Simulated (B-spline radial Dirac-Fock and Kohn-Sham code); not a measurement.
**The L3 (2p3/2) level from Mo to Pr**

These are calculated numbers from an atomic code on a B-spline grid; the model is ΔSCF Dirac-Fock with Breit, self-energy and vacuum polarisation, finite nucleus, configuration average. Free neutral atoms, energies in eV. Electron correlation is not included. Relaxation, Breit and QED are contributions to the binding energy. "Screened" places the removed electron in the lowest shell with room, a model of an edge from the Fermi level; tabulated edges (Elam, Ravel and Sieber 2002) are for the standard state, and for monatomic gases they compare with the unscreened value. A dash: no value, or a hole state left out as unreliable.

```csv
Z,element,binding,relaxation,Breit,QED,screened,tabulated edge
42,Mo,2529.2,-34.2,-3.46,-0.02,2521.7,2520
43,Tc,2690.6,-34.2,-3.77,-0.02,2678.8,2677
44,Ru,2847.6,-35.6,-4.11,-0.04,2838.2,2838
45,Rh,3013.7,-36.3,-4.46,-0.05,3003.4,3004
46,Pd,3179.5,-37.7,-4.84,-0.07,3173.4,3173
47,Ag,3359.9,-37.8,-5.23,-0.08,3352.7,3351
48,Cd,3546.0,-37.9,-5.64,-0.09,3540.9,3538
49,In,3739.2,-38.2,-6.08,-0.11,3732.9,3730
50,Sn,3937.9,-38.4,-6.53,-0.13,3930.3,3929
51,Sb,4142.0,-38.7,-7.02,-0.15,4133.1,4132
52,Te,4351.6,-39.0,-7.52,-0.17,4341.4,4341
53,I,4566.6,-39.3,-8.05,-0.20,4555.0,4557
54,Xe,4787.1,-39.6,-8.60,-0.23,4783.7,4786
55,Cs,5018.8,-39.9,-9.19,-0.26,5014.6,5012
56,Ba,5256.3,-40.1,-9.79,-0.29,5252.5,5247
57,La,5496.8,-40.7,-10.43,-0.33,5489.9,5483
58,Ce,5733.6,-41.9,-11.11,-0.37,5726.8,5723
59,Pr,5967.1,-43.9,-11.82,-0.42,5961.3,5964
```

Problem. With what power of Z do the binding energy and the Breit term grow over this range?

Solution. Between the end points the binding energy grows as Z^2.53 and the Breit term as Z^3.62.
